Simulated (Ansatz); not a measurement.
Start from `I[SiH]1BC1` and change one element to get `F[SiH]1BC1`.

Ansatz, PBE0-D4/def2-TZVP geometries, multiplicity 1. 

Elements past krypton have def2 core potentials.

```json
{"property": "size of the dipole moment (B3LYP/def2-TZVPP) / D", "`I[SiH]1BC1`": "1.19"}
{"property": "HOMO–LUMO gap (B3LYP/def2-TZVPP) / eV", "`I[SiH]1BC1`": "5.01"}
{"property": "HOMO energy (PBE/def2-TZVPP) / eV", "`I[SiH]1BC1`": "-6.00"}
{"property": "LUMO energy (PBE/def2-TZVPP) / eV", "`I[SiH]1BC1`": "-2.52"}
{"property": "LUMO energy (ωB97M-V/def2-TZVPP) / eV", "`I[SiH]1BC1`": "0.28"}
{"property": "HOMO–LUMO gap (PBE/def2-TZVPP) / eV", "`I[SiH]1BC1`": "3.48"}
```

(1) What does the change do to each property? (Estimate.)

Results:

(1) Ansatz gave: 
```tsv
property	`F[SiH]1BC1`	shift
size of the dipole moment (B3LYP/def2-TZVPP) / D	0.94	-0.25
HOMO–LUMO gap (B3LYP/def2-TZVPP) / eV	5.14	0.13
HOMO energy (PBE/def2-TZVPP) / eV	-6.10	-0.10
LUMO energy (PBE/def2-TZVPP) / eV	-2.59	-0.07
LUMO energy (ωB97M-V/def2-TZVPP) / eV	0.30	0.02
HOMO–LUMO gap (PBE/def2-TZVPP) / eV	3.51	0.03
```

Dipoles are sizes alone; their direction can turn.

B3LYP here is the variant with VWN-RPA as its local correlation; programs differ in this.

Spin–orbit coupling is left out; it splits and shifts lone-pair levels of the heavy atoms by tenths of an eV.
